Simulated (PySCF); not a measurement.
Gas-phase reaction: 3 SbF5 + Sb2 → 5 SbF3, at 500 K and a standard pressure of 1 bar. Level: PBE/def2-TZVP†.

Computed with PySCF and rigid-rotor harmonic-oscillator thermochemistry at 1 bar. † marks an energy on the PBE0/def2-TZVP geometry and frequencies. All species are closed-shell singlets. Sb: scalar-relativistic def2 core potential, no spin-orbit coupling. The harmonic model lacks anharmonicity and excited electronic states, which grow with temperature; levels with a mode under 35 cm⁻¹ are left out. Soft modes under 120 cm⁻¹ make the harmonic entropy rough for SbF5.

| species | E (Ha) | H(500 K) − E (kJ/mol) | S°(500 K) (J/mol/K) |
|---|---|---|---|
| SbF5 | -739.31716 | 74.2 | 403.8 |
| Sb2 | -480.53256 | 19.0 | 274.9 |
| SbF3 | -539.74981 | 45.4 | 340.3 |
E: electronic energy; H − E holds the zero-point and thermal terms. 1 Ha = 2625.5 kJ/mol.

Work out ΔH°, ΔS°, ΔG° and log10 K from these numbers.

1. ΔE = 5×(-539.74981) − 3×(-739.31716) − 1×(-480.53256) = -0.26501 Ha = -695.8 kJ.
2. Δ(H − E) = 5×(45.4) − 3×(74.2) − 1×(19.0) = -14.6 kJ, so ΔH° = -710.4 kJ.
3. ΔS° = 5×(340.3) − 3×(403.8) − 1×(274.9) = 215.2 J/K; the number of gas molecules changes by +1.
4. ΔG° = ΔH° − TΔS° = -710.4 − 500×(215.2)/1000 = -818.0 kJ.
5. log10 K = −ΔG°/(RT ln 10) = 85.48, with RT ln 10 = 9.57 kJ/mol; at standard pressures the products are favoured.
6. A shift of 10 kJ in ΔE would move log10 K by 1.04 here.
For scale, ΔH°(298 K) is -708 kJ at this level, -707 kJ at ωB97M-V/def2-TZVP†, and runs from -793 to -510 kJ over the 16 levels computed.
